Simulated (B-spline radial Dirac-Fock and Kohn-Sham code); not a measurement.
Gd 4d5/2: cross section and angular parameters

System: the free gadolinium atom in the configuration [Xe] 4f7 5d1 6s2; threshold 142.6 eV (tabulated edge). The computed values come from a radial B-spline solver: Dirac-Hartree-Slater photoionisation with a Latter tail; cross sections with all multipoles, angular parameters from the dipole term and its interference with E2.

For linearly polarised light dσ/dΩ = σ/(4π) [1 + β P₂(cos θ) + (δ + γ cos²θ) sin θ cos φ], with θ from the polarisation vector and φ the angle between the beam and the projection of the electron momentum on the plane normal to the polarisation.

```tsv
hν (eV)	σ (kb)	β	γ	δ
177	353	1.080	0.015	-0.001
190	248	0.783	-0.099	0.027
200	214	0.164	-0.230	0.067
215	211	-0.652	-0.354	0.124
217	213	-0.722	-0.360	0.129
227	231	-0.934	-0.353	0.146
372	474	0.271	0.141	0.056
561	400	0.889	0.080	0.007
800	261	1.159	-0.021	0.003
922	209	1.227	-0.038	0.005
1000	182	1.257	-0.040	0.007
1100	153	1.287	-0.034	0.010
1486.9	82.7	1.340	0.038	0.021
3130	12.8	1.277	0.505	0.063
3630	8.41	1.240	0.630	0.076
4000	6.34	1.214	0.714	0.086
4130	5.77	1.204	0.743	0.089
4220	?	?	?	?
4720	3.87	1.163	0.863	0.105
5414.7	2.53	1.117	0.989	0.123
6000	1.83	1.082	1.084	0.139
8047.8	0.701	0.973	1.360	0.193
9950	0.339	0.891	1.552	0.244
11300	0.217	0.841	1.662	0.278
12400	0.156	0.804	1.740	0.306
```

Task: Give the values at 4220 eV.

Result: σ = 5.42 kb, β = 1.198, γ = 0.762, δ = 0.092.
